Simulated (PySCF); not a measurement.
Here is a job for PySCF.
```python
from pyscf import gto, scf

mol = gto.M(
    atom='''
O    -1.828650   -0.056965   -0.413499
B    -0.829759    0.060184    0.252692
B     0.804581   -0.014434   -0.269789
O     1.831545   -0.030188    0.404220
''',
    basis='6-31g',
    charge=0,
    spin=2,
    verbose=4,
)

mf = scf.UHF(mol)
mf.kernel()
g = mf.nuc_grad_method()
grad = g.kernel()
```

Task: Give the dipole moment at the level HF/6-31G, gradient run with PySCF.

Result: 0.34 D

Task: Estimate the <S^2> that HF/6-31G, gradient returns for this input.

Result: 2.105

Task: What Mulliken (on the basis functions themselves) charges in atom order does HF/6-31G, gradient give?

Result: O1 -0.34, B2 0.35, B3 0.37, O4 -0.38

Task: Estimate the total energy that HF/6-31G, gradient returns for this input.

Result: -198.8949 Eh

These values belong to the state on which the SCF converged, which isn't shown to be the lowest.
